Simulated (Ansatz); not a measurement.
A nudged elastic band was laid between two geometries of Cl3HSi + H4Si (10 atoms, charge 0, multiplicity 1).

These are results of Ansatz 0.2.0, RKS B3LYP-D4/def2-SVP, not measurements.

* movable images: 7
* climbing image: yes
* spring: 5.0 eV/Å²
* optimiser: quadratic models (default)
* start path: through a guess of the saddle point
* force threshold: 0.05 eV/Å
* iteration limit: 54
* end points: relaxed

Image 0:

```xyz
10
Properties=species:S:1:pos:R:3
Si -0.974 -1.525 -0.937
H 0.481 -1.413 -1.137
Cl -1.602 -3.412 -1.455
Cl -1.429 -1.183 1.042
Cl -1.950 -0.138 -2.097
H 1.730 0.206 1.143
Si 1.093 1.533 0.920
H 0.279 1.487 -0.328
H 2.154 2.570 0.772
H 0.218 1.873 2.076
```

Image 8:

```xyz
10
Properties=species:S:1:pos:R:3
Si -1.137 -0.313 -0.669
H 1.878 -2.005 0.917
Cl 0.034 -1.844 -1.435
Cl -2.305 -1.084 0.854
Cl -2.382 0.362 -2.178
H 2.302 -1.920 1.542
Si 0.201 1.434 0.123
H -0.691 2.520 0.615
H 1.046 1.929 -0.999
H 1.054 0.922 1.230
```

(1) Which bonds break or form, and what moves?

(2) What energy profile does the band end with?

(3) What is the geometry of the highest image?

Results:

(1) Bonds broken: Si1–H2, H6–Si7. Bonds formed: Si1–Si7, H2–H6. Cl3HSi + H4Si becomes Cl3H3Si2 + H2.

(2) The run converged. The highest image is number 4 of 0 to 8, 3.22 eV above the first end and 2.96 eV above the last; the last end lies 0.26 eV above the first. Neighbouring images differ by up to 3.1 eV, so the band resolves the path poorly. A vibrational analysis at the climbing image gives one clearly imaginary mode, 1510i cm⁻¹, and a faint second one (33i cm⁻¹) that may be numerical noise or a soft torsion: probably a first-order saddle point. The orbitals stay closed-shell, which can raise the energy where a bond breaks towards radicals; this wasn't checked here.

| image | path coordinate (Å) | energy (eV) | Si1–H2 (Å) | H6–Si7 (Å) | Si1–Si7 (Å) |
| --- | --- | --- | --- | --- | --- |
| 0 | 0.00 | 0.00 | 1.47 | 1.49 | 4.13 |
| 1 | 1.62 | 0.03 | 1.47 | 1.49 | 4.12 |
| 2 | 3.24 | 0.05 | 1.47 | 1.49 | 3.98 |
| 3 | 4.86 | 0.14 | 1.47 | 1.49 | 3.72 |
| 4 | 6.48 | 3.22 | 2.04 | 1.79 | 2.79 |
| 5 | 7.42 | 1.47 | 2.41 | 2.36 | 2.48 |
| 6 | 8.35 | 0.51 | 2.82 | 2.83 | 2.37 |
| 7 | 9.29 | 0.28 | 3.39 | 3.46 | 2.34 |
| 8 | 10.22 | 0.26 | 3.80 | 4.20 | 2.34 |

(3) 
```xyz
10
Properties=species:S:1:pos:R:3
Si -0.865 -0.930 -0.605
H 0.551 -0.520 0.800
Cl 0.108 -2.489 -1.611
Cl -2.425 -1.783 0.501
Cl -1.760 0.283 -2.060
H 1.321 -0.317 1.374
Si 0.710 1.109 0.476
H -0.612 1.796 0.373
H 1.510 0.964 -0.762
H 1.463 1.888 1.516
```

The run took 8.8 min on 2 threads of Arm Neoverse V1, on a shared host, peak memory 0.3 GiB.
